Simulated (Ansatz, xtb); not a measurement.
**C3H10AlB: which of two isomers lies lower**

Structure a: `CCB[CH2][AlH2]`, a singlet. Structure b: `CB(C)[CH2][AlH2]`, a singlet. Both are isolated molecules in the gas phase, relaxed with PBE0-D3(BJ)/pcseg-1, each in the lowest conformer that the search found.

Task: Which of the two would you expect CCSD(T)/def2-SVP + ΔMP2/def2-TZVPP electronic energies to favour?

Result: Structure b; the calculation gives E(b) − E(a) = −12.2 kcal/mol.

Level by level:

| level | geometry | E(b) − E(a) (kcal/mol) | departure from the last row (kcal/mol) | job, with rough time for the two |
| --- | --- | --- | --- | --- |
| GFN2-xTB | GFN2-xTB | +1.0 | +13.2 | optimisation, 0.45 s |
| HF/STO-3G | GFN2-xTB | −12.2 | 0.0 | single point, 0.32 s |
| r2SCAN-D4/def2-SVP | GFN2-xTB | −14.3 | −2.1 | single point, 4.5 s |
| PBE0-D3(BJ)/pcseg-1 | PBE0-D3(BJ)/pcseg-1 | −12.6 | −0.4 | optimisation, 3.1 min |
| HF/def2-SVP | PBE0-D3(BJ)/pcseg-1 | −11.9 | +0.3 | part of the CCSD(T) run |
| MP2/def2-SVP | PBE0-D3(BJ)/pcseg-1 | −12.2 | 0.0 | part of the CCSD(T) run |
| CCSD(T)/def2-SVP | PBE0-D3(BJ)/pcseg-1 | −11.6 | +0.6 | single point |
| CCSD(T)/def2-SVP + ΔMP2/def2-TZVPP | PBE0-D3(BJ)/pcseg-1 | −12.2 |  | single point, 39 s |

As drawn, b has 1 C–B, 1 C–H in place of 1 C–C, 1 B–H.

GFN2-xTB puts the two in the other order. The largest departure from CCSD(T)/def2-SVP + ΔMP2/def2-TZVPP is that of GFN2-xTB, 13.2 kcal/mol. The last row adds to CCSD(T) the change of the MP2 difference between the two basis sets, here −0.6 kcal/mol.

With harmonic frequencies from PBE0-D3(BJ)/pcseg-1 (ideal gas, rigid rotor, one conformer each, 298.15 K, 1 atm): on the last row, ΔE + ΔZPE = −12.8 kcal/mol. A mode under 50 cm⁻¹ makes harmonic enthalpies and free energies unreliable, so none is given.

The correlated steps freeze 9 core orbitals. Run with Ansatz 0.2.0, xtb 6.7.1; the last row on 2 threads of Arm Neoverse V2 on a shared host.
